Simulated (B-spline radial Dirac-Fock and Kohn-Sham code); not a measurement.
In the model described below, an L1 (2s) vacancy in tellurium as Te⁺, [Kr] 4d10 5s2 5p3, inside a Watson sphere of charge -1 and radius 2.4 Å (a model of the Madelung potential; inside it an electron's potential energy is raised by 6.0 eV), lives for 0.20 fs, which corresponds to a natural width of 3.24 eV. Out of 1000 such holes, about 42 decay by emitting a photon, 517 by a Coster-Kronig transition that moves the hole within the L shell, and the rest by ordinary Auger emission. The strongest X-ray line is Lβ3 (L1-M3) at 4124.3 eV, with 49 % of the radiative rate. The strongest electron group is L1-M4M5 near 3729 eV, with 9 % of the non-radiative rate. The Coster-Kronig yields by final subshell (the deeper hole where both stay in the shell) are L2 0.192, L3 0.325. Independent-particle models tend to overestimate Coster-Kronig rates.

Level of theory: a relativistic independent-particle model: LDA orbitals of the hole state, radiative multipoles to third order, Auger rates from the Coulomb interaction with a continuum orbital, Dirac-Fock energies; a radial B-spline solver.

Values without a named source are computed, but for edge energies of neutral atoms, which are taken from tables.
